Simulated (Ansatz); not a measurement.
C3H7NOSi can be A, `C=C1O[SiH2]C1N`, or B, `C=C1O[Si]1(C)N`.

Isolated molecules relaxed with PBE0-D4/def2-TZVP in Ansatz; ΔE leaves out vibrations. CCSD(T)/CBS is the MP2 limit (def2-TZVPP, def2-QZVPP) plus CCSD(T) − MP2 in def2-TZVPP, frozen cores. DFT in def2-TZVPP. B3LYP here is the variant with VWN-RPA as its local correlation; programs differ in this. One conformer a species, not always the lowest.

Task: Which is lower in electronic energy at CCSD(T)/CBS, and by how much? (An estimate is asked.)

Result: Computed: B, by 25.5 kcal/mol.

Task: Give E(B) − E(A) in kcal/mol with B2PLYP, B3LYP-D4, HF/def2-TZVPP, CCSD(T)/def2-TZVPP, ωB97M-V, PBE-D4, B3LYP. (An estimate is asked.)

Result: Ansatz gave: B2PLYP -26.3, B3LYP-D4 -25.6, HF/def2-TZVPP -22.1, CCSD(T)/def2-TZVPP -24.4, ωB97M-V -25.2, PBE-D4 -24.9, B3LYP -26.2. None reverses the order clearly.

Largest T1 diagnostic: 0.013.

From PBE to PBE0 (25 % exact exchange), in def2-TZVPP and without D4, E(B) − E(A) moves by +1.3 kcal/mol. In def2-TZVPP, CCSD(T) changes the Hartree–Fock value by −2.3 kcal/mol (the triples alone add −0.4 kcal/mol) and MP2 by −3.8 kcal/mol.
